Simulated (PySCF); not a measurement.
Species: C₅H₆OS₂ (charge +1 and doublet state).
Structure used (GFN2-xTB), in Å, numbered top down from 1:
```
atom  x, y, z in Å
C1    -2.4992    0.8240    0.5345
O2    -1.7907   -0.3903    0.3639
C3    -0.5179   -0.3870    0.1390
C4     0.2553   -1.5460   -0.0463
C5     1.5855   -1.2723   -0.2738
C6     1.8790    0.0957   -0.2711
S7     3.4429    0.7467   -0.5287
S8     0.4533    1.0588    0.0240
H9    -3.5427    0.5499    0.6773
H10   -2.1346    1.3655    1.4119
H11   -2.3993    1.4606   -0.3492
H12   -0.1803   -2.5280   -0.0090
H13    2.3404   -2.0201   -0.4402
H14    3.1074    2.0421   -0.4147
```

The hyperfine couplings belong to this conformer and change with its torsions.

Identity: `COc1ccc([SH+])s1` [radical] (charge +1).

Theory: UKS B3LYP, pcH-1 on C H O S, non-relativistic, mean-field spin-orbit, GIAO (PySCF 2.14.0). Isolated species at its GFN2-xTB geometry (one conformer only). The geometry wasn't refined by DFT: couplings that depend on bond lengths, twists or pyramidal angles can differ widely from those at the functional's own minimum, by a factor of two or more for some ions and for spin on atoms past the first row. No stability test was run, so a lower SCF solution isn't excluded.

The Mulliken spin populations are largest on C6 (+0.28), S7 (+0.27), C3 (+0.22) and C4 (+0.13). Three atoms exceed +0.15.

Problem. McConnell's relation a(H) = Q·ρ ties the coupling of a proton on a planar π carbon to the spin population of that carbon. What Q do the computed values give?

Solution. 
| H | C | ρ(C) | a(H) (G) | a/ρ (G) |
| --- | --- | --- | --- | --- |
| H12 | C4 | +0.129 | -4.05 | -31.3 |

One proton gives one ratio, Q = -31.3 G, and no test of linearity. In McConnell's picture π spin on carbon polarises the C–H bond and leaves opposite spin at the proton, which makes Q negative, as found here.

Couplings in gauss use g_iso = 2.0050.
